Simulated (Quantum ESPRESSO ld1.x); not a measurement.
Question: These are the eigenvalues of the occupied orbitals of an atom or ion with whole-number occupations (hartree). Calculated with ld1.x of Quantum ESPRESSO 7.5: scalar-relativistic Kohn-Sham, relativistic LDA (MacDonald-Vosko exchange, VWN5 correlation), spin-unpolarised, spherical densities, point nucleus.

orbital  eigenvalue
1s         -885.370
2s         -131.332
2p         -118.177
3s         -25.4628
3p         -21.1194
3d         -14.1739
4s         -5.24758
4p         -3.97358
4d         -2.11276

Which element is it, and in what charge state? The configuration may be excited.

Answer: Z = 46, palladium, charge +4: Pd4+ in [Kr] 4d6. The list shows which subshells hold electrons but not how many an open one holds; the 1s level, -885.37 hartree, gives Z - s = 42.1 by -(Z - s)^2/2, which with screening and relativity narrows Z to a few neighbours, and the depths of the outer levels then fix element, charge and occupations together.
